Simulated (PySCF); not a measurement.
Molecule: SMILES [Ge]([SiH2]Cl)([CH3])([CH3])[CH3] (C3H11ClGeSi). Atoms near the plane z = 0.6 Å, at the GFN2-xTB optimised geometry (x, y, z in Å): Si1 (0.9, 0.8, 0.0), Cl2 (0.3, 2.7, 0.0), H7 (2.3, 0.8, 0.0), H11 (0.4, -2.7, 1.2), H15 (-2.3, -1.0, 0.8), H17 (-2.5, 0.5, 1.6).

Method: PySCF with PBE0/def2-SVP. The values are rescaled to run from 0 to 1.

```
|11111111000000000000000011111|
|11111110000000000000000011111|
|11111110000001110000000001111|
|11111110000012442000000001111|
|11111110000027999300000001111|
|11111110000059999920000011111|
|11111110000179999941000011111|
|11111111000179999952111111111|
|11111111100149999984211111111|
|11111111111139999998421111111|
|11111111111249999999642111111|
|11111222222369999999984211111|
|11111222222479999999995211111|
|11111122333589999999963211111|
|11111123444599999999532111111|
|11111247964599999997422111111|
|11111399994589999864322111111|
|11111499994468876543222111111|
|11112399983345544332222111111|
|11111246642233333322222111111|
|11111223222223455322221111111|
|11111122222223799422111111111|
|11111111111224899521111111111|
|11111111111223576321111111111|
|11111111111222343221111111111|
|11111111111122222211111111111|
|11111111111111221111111111111|
|11111111111111111111111111111|
|11111111111111111111111111111|
```
Scale: ten equal steps from 0.000 (start of '0') to 1.00 (end of '9'), in the order '0123456789'; x runs from -5.00 to 5.00, y from -5.00 (bottom) to 5.00 (top).

### Question
Which quantity is mapped?
A) log10 of the electron density
B) an orbital amplitude
C) electron localisation function
D) electrostatic potential

### Answer
D, electrostatic potential. In full: electrostatic potential (hartree/e), clipped to [-0.08, 0.12].
